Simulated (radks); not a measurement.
Bi+, configuration [Xe] 4f14 5d9 6s2 6p3 (not the ground configuration).

Method: scalar-relativistic Kohn-Sham, PBE, spin-unpolarised, spherical densities, finite nucleus; Fermi nuclear charge, rms radius 5.5211 fm; computed with a radial shooting solver on a logarithmic mesh with Libxc functionals.

Energy parts (eV):
part                       energy
total                  -585671.89
kinetic                 663797.86
electron-nucleus      -1462407.72
Hartree                 223655.90
exchange-correlation    -10717.93

Orbitals (lengths in bohr, moments of r in powers of bohr):
orbital,occ.,eigenvalue (eV),<r^2>
1s,2,-90631.93,0.0003464
2s,2,-16297.87,0.005245
2p,6,-13949.73,0.004486
3s,2,-3945.428,0.03370
3p,6,-3274.158,0.03501
3d,10,-2598.397,0.02901
4s,2,-916.8076,0.1604
4p,6,-696.7413,0.1840
4d,10,-444.7263,0.2058
4f,14,-167.2251,0.2318
5s,2,-171.7909,0.7693
5p,6,-109.6551,1.001
5d,9,-39.9091,1.674
6s,2,-24.3462,4.762
6p,3,-12.8228,8.054

The highest occupied level is 6p at -12.823 eV. The density falls to 0.001 e/bohr^3 at r = 4.40 bohr.
